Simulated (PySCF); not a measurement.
## Oscillator strengths, rates and cross-sections

Species: C3H12OSi3.
Numbering: `[CH2:1]=[CH:2][CH2:3][SiH2:4][O:5][SiH2:6][SiH3:7]` (hydrogens: H8, H9 on C1; H10 on C2; H11, H12 on C3; H13, H14 on Si4; H15, H16 on Si6; H17, H18, H19 on Si7)

The calculation used TDDFT wB97X-D/def2-SVPD, vertical, gas phase, core orbitals frozen in the response in PySCF 2.14.0, density-fitted response routines. The structure is a single PBE0-D3(BJ)/def2-SVP conformer in the gas phase; no vibrational or solvent corrections. Torsions of this conformer, `[CH2:1]=[CH:2][CH2:3][SiH2:4][O:5][SiH2:6][SiH3:7]`: C1–C2–C3–Si4 -110°, C2–C3–Si4–O5 58°, C3–Si4–O5–Si6 2°, Si4–O5–Si6–Si7 51°.

Computed singlets with f of 0.002 or more:

| state | E (eV) | f |
| --- | --- | --- |
| S1 | 6.32 | 0.017 |
| S2 | 6.69 | 0.165 |
| S3 | 6.77 | 0.056 |
| S4 | 7.05 | 0.090 |
| S5 | 7.25 | 0.0022 |
| S6 | 7.42 | 0.0033 |
| S7 | 7.56 | 0.035 |
| S8 | 7.64 | 0.011 |
| S9 | 7.73 | 0.122 |
| S10 | 7.79 | 0.103 |

Question: Give A, τ, |μ| and ∫σ dE for each state.

Answer: Relations used (vacuum, state to state): A = 0.6670 f ν̃² s⁻¹ (ν̃ in cm⁻¹); τ = 1/A; f = (2/3) ΔE |μ|² in atomic units; ∫σ dE = 109.76 f Mb·eV.

```
state  A (s⁻¹)       τ  |μ| (D)  ∫σ dE (Mb·eV)
   S1  3.0×10⁷   33 ns     0.85            1.9
   S2  3.2×10⁸  3.1 ns     2.55             18
   S3  1.1×10⁸    9 ns     1.47            6.1
   S4  1.9×10⁸  5.2 ns     1.83            9.8
   S5  5.0×10⁶  200 ns     0.28           0.24
   S6  7.8×10⁶  130 ns     0.34           0.36
   S7  8.7×10⁷   11 ns     1.11            3.9
   S8  2.9×10⁷   35 ns     0.63            1.2
   S9  3.2×10⁸  3.2 ns     2.04             13
  S10  2.7×10⁸  3.7 ns     1.87             11
```

The rates are for emission to S0 at the absorption energy, with no other channel.

Question: Suppose S1 emitted 0.3 eV lower with the same transition dipole. How would A change?

Answer: At fixed |μ|, A goes as the cube of the energy: (6.02/6.32)³ = 0.86, which makes τ about 38 ns.

Question: What is the integrated cross-section of all computed states together?

Answer: Σf = 0.605 over S1 to S10, so 109.76 × Σf ≈ 66.4 Mb·eV.

Question: How much energy does a mole of photons resonant with S2 carry?

Answer: 6.695 eV × 96.485 = 646 kJ/mol (154 kcal/mol).

All these states lie below the vertical ionisation energy of 9.18 eV (ΔSCF).
